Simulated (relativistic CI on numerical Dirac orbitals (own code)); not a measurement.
Electric-dipole transitions in Lu49+

These numbers are calculated, not measured: Dirac-Coulomb-Breit CI, KLI orbitals optimised for each configuration, model QED, unscaled Slater integrals (own radial code, finite nucleus).

Configurations in the expansion (outside the closed core [Ne]): 3s2 3p6 3d4, 3s2 3p5 3d5, 3s 3p6 3d5, 3s2 3p6 3d3 4s, 3s2 3p6 3d3 4p, 3s2 3p6 3d3 4d, 3s2 3p5 3d4 4s, 3s2 3p6 3d3 4f, 3s 3p6 3d4 4s, 3p6 3d5 4p, 3p6 3d6, 3p5 3d7, 3p5 3d6 4s, 3p6 3d5 4s, 3p5 3d5 4s2, 3s2 3p6 3d2 4s2, 3s2 3p6 3d 4s2 4p, 3s2 3p6 3d 4s2 4d. Double excitations out of closed p, d and f shells are left out; levels of such configurations are missing from the list, as are those of other unlisted configurations, and high levels can miss mixing partners.

```
λ vac (Å)                  Lower                    Upper   A (s⁻¹)  E lower (eV)  E upper (eV)
   20.618  3s2 3p6 3d4 1I_6 [11]  3s2 3p5 3d5 3G°_5 [190]  4.23e+12       121.353       722.684
   20.922   3s2 3p6 3d4 3F_4 [3]  3s2 3p5 3d5 3D°_3 [176]  3.92e+12        62.504       655.105
   21.137   3s2 3p6 3d4 3F_3 [5]  3s2 3p5 3d5 3D°_3 [176]  1.57e+12        68.541       655.105
   21.289   3s2 3p6 3d4 5D_2 [4]  3s2 3p5 3d5 5P°_2 [175]  2.10e+12        65.111       647.491
   21.415   3s2 3p6 3d4 3F_3 [5]  3s2 3p5 3d5 5P°_2 [175]  1.95e+12        68.541       647.491
   21.697  3s2 3p6 3d4 3H_5 [10]  3s2 3p5 3d5 3H°_5 [180]  1.34e+12       118.644       690.091
   21.776  3s2 3p6 3d4 1I_6 [11]  3s2 3p5 3d5 3H°_6 [181]  2.11e+12       121.353       690.705
   31.661  3s2 3p6 3d4 1I_6 [11]  3s2 3p5 3d5 3G°_5 [125]  1.07e+12       121.353       512.950
   31.675  3s2 3p6 3d4 3H_6 [24]  3s2 3p5 3d5 3G°_5 [160]  1.32e+12       180.569       571.992
   31.837   3s2 3p6 3d4 5D_1 [2]   3s2 3p5 3d5 5F°_1 [64]  1.17e+12        50.852       440.289
   31.864   3s2 3p6 3d4 3F_4 [3]   3s2 3p5 3d5 3F°_4 [72]  1.56e+12        62.504       451.604
   31.916   3s2 3p6 3d4 3F_3 [5]   3s2 3p5 3d5 3D°_2 [78]  1.19e+12        68.541       457.007
   32.075   3s2 3p6 3d4 3F_3 [5]   3s2 3p5 3d5 3F°_3 [76]  6.50e+11        68.541       455.091
   32.109  3s2 3p6 3d4 3H_5 [10]  3s2 3p5 3d5 3G°_4 [116]  7.76e+11       118.644       504.784
   32.304   3s2 3p6 3d4 3P_0 [1]   3s2 3p5 3d5 3D°_1 [38]  1.36e+12         0.000       383.807
   32.577   3s2 3p6 3d4 5D_2 [4]   3s2 3p5 3d5 5F°_2 [68]  9.69e+11        65.111       445.702
   32.652  3s2 3p6 3d4 3H_5 [10]  3s2 3p5 3d5 3H°_5 [112]  9.60e+11       118.644       498.352
   32.791  3s2 3p6 3d4 1I_6 [11]  3s2 3p5 3d5 1I°_6 [114]  1.04e+12       121.353       499.455
   33.487   3s2 3p6 3d4 3F_4 [3]   3s2 3p5 3d5 3G°_5 [60]  3.57e+11        62.504       432.749
   33.507   3s2 3p6 3d4 3F_3 [5]   3s2 3p5 3d5 3G°_4 [63]  5.47e+11        68.541       438.570
```

Terms are leading LS components. Brackets give the number of a level in order of energy, since labels repeat. The list gives strong lines, with weight on those to low levels, without lines whose two gauges differ by over a factor of 2.5, among the lowest 200 of 2375 levels, so that lines to higher ones, which can be the strongest, are missing. Levels whose partners in the same complex of configurations lie outside the list can be far off, and so can their lines. Rates are taken at the computed energies, electric ones in the length gauge.

At this charge energies of transitions that change n are usually good to better than 1 %, and those within a shell (Δn = 0) to a few per cent.

LS names give the leading component of a level, which can be under half, so a name can repeat, a term be missing and a line seem to break the LS rules.
